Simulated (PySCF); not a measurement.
B2, triplet, geometry from GFN2-xTB.

PySCF was given this input:
```python
from pyscf import gto, scf, dft

mol = gto.M(
    atom='''
B    -0.000000   -0.000000   -0.702441
B     0.000000    0.000000    0.702441
''',
    basis='sto-3g',
    charge=0,
    spin=2,
    verbose=4,
    symmetry=True,
)

mf = dft.UKS(mol)
mf.xc = 'blyp'
mf.kernel()
mf.analyze()
```

Task: What does this run give for the HOMO energy, number of basis functions?

Result: 
The HOMO energy is -2.59 eV. The number of basis functions is 10.

These values belong to the state on which the SCF converged, which isn't shown to be the lowest.
